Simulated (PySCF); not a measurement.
# Electron correlation in Hg³⁺ (mercury, charge +3)

[Xe] 4f14 5d9, 2D determinant. Computed with PySCF 2.14 in x2c-TZVPPall, with the spin-free X2C one-electron Hamiltonian (Gaussian nucleus). Frozen: [Kr] 4d10 4f14; 17 electrons correlated.

MP2 pair energies summed by pair of shells (mhartree):

```json
{"pair": "5d-5d", "energy": "-240.21", "share (%)": "52.6"}
{"pair": "5p-5d", "energy": "-137.23", "share (%)": "30.1"}
{"pair": "5p-5p", "energy": "-35.04", "share (%)": "7.7"}
{"pair": "5s-5d", "energy": "-24.23", "share (%)": "5.3"}
{"pair": "5s-5p", "energy": "-16.97", "share (%)": "3.7"}
{"pair": "5s-5s", "energy": "-2.84", "share (%)": "0.6"}
```

Total MP2 correlation energy: -456.51 mhartree.

Same-spin part -147.87 and opposite-spin part -308.63 mhartree; SCS-MP2 scales them by 1/3 and 6/5 to -419.65 mhartree.

This basis was not built for core-valence correlation, so the inner-shell part is incomplete.
